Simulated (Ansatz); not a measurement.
Molecule: MgBr₂ (charge +1, doublet). SMILES of the parent species: [Br][Mg][Br]
Coordinates optimised at B3LYP-D3(BJ)/def2-TZVP (Ansatz, a first-principles code):
```xyz
3

Mg     0.0000     0.0000     0.0000
Br     0.0000     0.0000     2.3940
Br     0.0000     0.0000    -2.3940
```
Charge +1, spin multiplicity 2.

Task: Give the harmonic wavenumbers at B3LYP-D3(BJ)/def2-TZVP (Ansatz, finite differences of forces, unscaled).

Result: 38, 54, 174, 393 cm⁻¹. Zero-point energy 0.9 kcal/mol.
